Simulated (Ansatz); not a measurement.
Compare A (`C[C@]1(Cl)[SiH2][C@@H]1F`) with its isomer B (`C[SiH2]/C(Cl)=C\F`).

Isolated molecules relaxed with PBE0-D4/def2-TZVP in Ansatz; ΔE leaves out vibrations. CCSD(T)/CBS adds triple-zeta CCSD(T) − MP2 to the extrapolated MP2 energy (def2 sets, frozen cores). DFT in def2-TZVPP. One conformer a species, not always the lowest.

**Question.** Which is lower in electronic energy at CCSD(T)/CBS, and by how much? (Estimate.)

**Answer.** Ansatz gave: B, by 105.1 kJ/mol.

**Question.** Give E(B) − E(A) in kJ/mol with MP2/def2-TZVPP, PBE0-D4, CCSD(T)/def2-TZVPP, HF/def2-TZVPP, ωB97M-V, r2SCAN-D4, B2PLYP. (Best estimate.)

**Answer.** Ansatz gave: MP2/def2-TZVPP -101.8, PBE0-D4 -95.0, CCSD(T)/def2-TZVPP -107.8, HF/def2-TZVPP -133.9, ωB97M-V -103.1, r2SCAN-D4 -102.3, B2PLYP -112.5. None reverses the order clearly.

Largest T1 diagnostic: 0.012.

In def2-TZVPP, CCSD(T) changes the Hartree–Fock value by +26.1 kJ/mol (the triples alone add +1.8 kJ/mol) and MP2 by +32.1 kJ/mol.
